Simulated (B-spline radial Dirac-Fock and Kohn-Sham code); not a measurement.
# Binding energies of Yb³⁷⁺

System: Yb³⁷⁺, [Ar] 3d10 4s2 4p3; nuclear rms radius 5.3108 fm (A = 174).

The computed values come from a radial B-spline solver: Dirac-Fock (average of configuration) total-energy differences with a finite nucleus, the Breit interaction including its frequency dependence, and self-energy and vacuum-polarisation corrections. No correlation. Energies are counted from the vacuum level. Subshells whose hole state is unreliable or did not converge are left out.

All terms are in eV, carry their sign (relaxation lowers the binding energy) and add up to the binding energy; ⟨r⟩ is the mean radius of the orbital in the initial state.

| subshell | −ε (Koopmans) | relaxation | Gaunt | retardation | self-energy | vacuum polarisation | binding energy | ⟨r⟩ (bohr) |
| --- | --- | --- | --- | --- | --- | --- | --- | --- |
| K | 63331.0 | -54.44 | -210.19 | 18.84 | -121.06 | 21.63 | 62985.8 | 0.020 |
| L1 | 12191.7 | -21.44 | -22.97 | 1.65 | -16.99 | 2.83 | 12134.8 | 0.083 |
| L3 | 10630.7 | -23.00 | -27.34 | 5.60 | -1.12 | -0.11 | 10584.8 | 0.076 |
| M1 | 3983.5 | -4.31 | -4.60 | 0.35 | -3.95 | 0.64 | 3971.7 | 0.213 |
| M3 | 3526.8 | -4.37 | -5.31 | 1.15 | -0.27 | -0.03 | 3518.0 | 0.216 |
| M4 | 3161.5 | -5.87 | -3.54 | 0.35 | 0.31 | -0.04 | 3152.8 | 0.189 |
| M5 | 3110.5 | -5.56 | -2.50 | 0.37 | 0.17 | -0.04 | 3103.0 | 0.193 |
| N1 | 1833.0 | -0.46 | -1.49 | 0.15 | -1.22 | 0.20 | 1830.2 | 0.433 |
| N2,3 | 1694.1 | -0.46 | -1.91 | 0.37 | -0.06 | -0.01 | 1692.1 | 0.450 |

For the deepest level, K (1s), the Breit terms make up -0.304 % of the binding energy, QED -0.158 % and orbital relaxation -0.086 %.

Spin-orbit splittings: 3d 49.78 eV.

Going to the tabulated ground configuration of the next ion removes an electron from N2,3 (4p), computed at 1692.1 eV. NIST lists 1668 ± 4 eV as the ionisation energy of this species (theoretical), -24.05 eV from the computed value. Where a p, d or f shell is open in either ion the computed value averages over both j values and all terms, while the table refers to the lowest levels; that difference holds spin-orbit splitting (largest in heavy or highly charged ions), term energies where several electrons share open shells, and correlation, and it can reach 10 % or more.
